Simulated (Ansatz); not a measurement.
C5HAlCl2F6O2, SMILES `FC(F)(F)C1=CC(C(F)(F)F)=[O+][Al-]([Cl])([Cl])[O]1`. Total charge 0; spin multiplicity 1. All single points use the PBE0-D4/def2-TZVP geometry.

```xyz
17

F    -0.216   -1.548   -2.812
C    -0.587   -2.045   -1.636
F     0.104   -3.155   -1.410
F    -1.878   -2.348   -1.696
C    -0.345   -1.044   -0.497
C     0.190    0.206   -0.772
C     0.404    1.107    0.262
C     0.993    2.492   -0.036
F     0.140    3.433    0.351
F     2.131    2.646    0.631
F     1.240    2.653   -1.333
O     0.158    0.915    1.484
Al   -0.542   -0.596    2.225
Cl   -2.449   -0.193    2.964
Cl    0.897   -1.518    3.420
O    -0.677   -1.483    0.639
H     0.438    0.477   -1.785
```

Question: What is the dipole moment at PBE/def2-TZVPP? (Best estimate.)

Answer: The calculation gave: 3.64 D, with components (0.84, 0.91, -3.42) D in this frame, pointing from negative to positive charge.

Question: And with r2SCAN, B3LYP, ωB97M-V? (Best estimate.)

Answer: Computed: r2SCAN 3.80 D, B3LYP 3.85 D, ωB97M-V 3.92 D.

Question: Give the Mulliken charges with PBE, r2SCAN, B3LYP in def2-TZVPP. (Estimate.)

Answer: Computed: 
```tsv
atom	PBE	r2SCAN	B3LYP
F1	-0.12	-0.16	-0.16
C2	0.39	0.50	0.52
F3	-0.10	-0.14	-0.15
F4	-0.10	-0.14	-0.15
C5	0.14	0.24	0.17
C6	-0.17	-0.19	-0.18
C7	0.14	0.24	0.17
C8	0.39	0.50	0.52
F9	-0.10	-0.14	-0.15
F10	-0.10	-0.14	-0.15
F11	-0.12	-0.16	-0.16
O12	-0.15	-0.24	-0.21
Al13	0.36	0.47	0.47
Cl14	-0.22	-0.25	-0.25
Cl15	-0.22	-0.25	-0.25
O16	-0.15	-0.24	-0.21
H17	0.13	0.13	0.16
```

B3LYP here is the variant with VWN-RPA as its local correlation; programs differ in this.
